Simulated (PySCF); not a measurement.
## Spinor energies of Pt³⁺ (platinum, charge +3)

Start: [Xe] 4f14 5d6 6s1; 5d3/2 filled at m_j = +3/2; 5d5/2 filled at m_j = -3/2, -1/2, +1/2, +3/2, +5/2; 6s1/2 filled at m_j = +1/2. Calculated with PySCF 2.14 in x2c-SVPall-2c with one added diffuse shell each of s, d type (8s9p10d2f, 99 functions): generalised Hartree-Fock with the X2C-1e Hamiltonian and a Gaussian nucleus; one run each with spin-orbit coupling (SO) switched off, then screened by Boettger's factors. This is a chosen level, not necessarily the ground level.

| spinor shell | electrons | ε, spin-free (eV) | ε, screened SO (eV) | weight of nominal j (screened SO) | rms radius, screened SO (bohr) |
| --- | --- | --- | --- | --- | --- |
| 1s1/2 | 2 | -78868.5 | -78839.7 | 1.000 | 0.0194 |
| 2s1/2 | 2 | -14040.0 | -14030.8 | 1.000 | 0.0782 |
| 2p1/2 | 2 | -12184.3 | -13427.3 | 1.000 | 0.0663 |
| 2p3/2 | 4 | -12184.3 | -11692.3 | 1.000 | 0.0741 |
| 3s1/2 | 2 | -3397.3 | -3394.1 | 1.000 | 0.200 |
| 3p1/2 | 2 | -2848.1 | -3123.9 | 1.000 | 0.191 |
| 3p3/2 | 4 | -2848.1 | -2736.4 | 1.000 | 0.207 |
| 3d3/2 | 4 | -2243.1 | -2290.4 | 1.000 | 0.183 |
| 3d5/2 | 6 | -2243.1 | -2208.3 | 1.000 | 0.186 |
| 4s1/2 | 2 | -798.58 | -797.42 | 1.000 | 0.441 |
| 4p1/2 | 2 | -615.27 | -681.49 | 1.000 | 0.447 |
| 4p3/2 | 4 | -615.27 | -587.99 | 1.000 | 0.480 |
| 4d3/2 | 4 | -387.70 | -397.59 | 0.999 | 0.497 |
| 4d5/2 | 6 | -387.70 | -379.76 | 0.999 | 0.507 |
| 5s1/2 | 2 | -160.22 | -159.90 | 1.000 | 1.02 |
| 4f5/2 | 6 | -132.83 | -134.28 | 0.986 | 0.563 |
| 4f7/2 | 8 | -132.83 | -130.60 | 0.989 | 0.563 |
| 5p1/2 | 2 | -108.30 | -120.82 | 0.954 | 1.16 |
| 5p3/2 | 4 | -108.30 | -102.65 | 0.977 | 1.19 |
| 5d5/2 | 5 | -50.394 | -51.059 | 0.455 | 1.54 |
| 5d3/2 | 1 | -50.394 | -46.908 | 0.608 | 1.56 |
| 6s1/2 | 1 | -37.659 | -37.566 | 0.998 | 2.55 |

```csv
quantity,spin-free,screened SO
E (hartree),-18396.53040,-18423.30519
M_J,9/2,9/2
⟨J²⟩,24.754,24.771
⟨L²⟩,6.003,6.904
⟨S²⟩,8.751,8.260
```

Each row is a mean over spinors that exchange with the open shell spreads, by up to 9.579 eV (5p3/2).

Rows whose weight is well below 1 are mixtures of j = l ± 1/2: exchange outweighs spin-orbit coupling there, and the label is only the starting occupation.

Breit and QED terms are absent; they matter most for the inner s and p1/2 levels.

Densities and radii are taken from the X2C orbitals without a picture-change correction, which distorts them close to the nucleus.

Without spin-orbit coupling the j labels of p, d and f shells carry no meaning; the spin-free column gives the mean over the occupied spinors of each nl shell.
